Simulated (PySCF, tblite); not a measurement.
Isomers of C6H10NP. Method: GFN2-xTB as coded in tblite; computed harmonic values from a numerical Hessian at the method's own geometry, unscaled. The method is semi-empirical: single wavenumbers can be off by several per cent or more. Modes of hydrogen on phosphorus can be 10 to 20 % off. One conformer each.

Electronic energies: PBE0/pcSseg-1 single points on the GFN2-xTB geometries (PySCF, gas phase).

```
      SMILES  electronic energy, lowest = 0 (kJ/mol)
CC(C)n1ccpc1                                     0.0
 N#CCPC1CCC1                                   128.0
  CCc1pccn1C                                     6.4
 N#CCCPC1CC1                                   133.4
CCc1cn(C)cp1                                     7.8
```

Problem. How do GFN2-xTB zero-point energies change the relative energies?

Solution. 
```csv
SMILES,ZPE (kJ/mol),of it from modes above 1550 cm⁻¹,electronic (kJ/mol),"with ZPE, lowest = 0 (kJ/mol)",lowest mode (cm⁻¹),rings
CC(C)n1ccpc1,389.9,182.8,0.0,0.0,47,1
CCc1pccn1C,389.7,181.1,6.4,6.2,83,1
CCc1cn(C)cp1,388.4,180.9,7.8,6.3,20,1
N#CCPC1CCC1,379.2,188.3,128.0,117.3,35,1
N#CCCPC1CC1,376.2,190.1,133.4,119.7,35,1
```

The zero-point energies span 13.7 kJ/mol, from `N#CCCPC1CC1` to `CC(C)n1ccpc1`. The order is unchanged.

Problem. And how do the electronic energies of GFN2-xTB itself compare?

Solution. `CC(C)n1ccpc1` 0.0; `CCc1pccn1C` 3.5; `CCc1cn(C)cp1` 4.2; `N#CCPC1CCC1` 155.3; `N#CCCPC1CC1` 190.3 kJ/mol, lowest = 0. Against the energies above, taken from the same isomer `CC(C)n1ccpc1`, the largest difference is 56.9 kJ/mol.

Problem. What do entropy and thermal enthalpy add at 298.15 K and 1 bar (rigid rotor, harmonic oscillator, one conformer each)?

Solution. 
```tsv
SMILES	point group	symmetry number	S (J/(mol K))	H − H(0) (kJ/mol)	ZPE + H − H(0) − TS (kJ/mol)
CC(C)n1ccpc1	Cs	1	380.9	24.99	301.4
CCc1pccn1C	C1	1	382.8	25.57	301.2
N#CCPC1CCC1	C1	1	404.3	26.59	285.3
N#CCCPC1CC1	C1	1	414.1	27.70	280.4
```

Not tabulated: `CCc1cn(C)cp1` (lowest mode only 20 cm⁻¹).
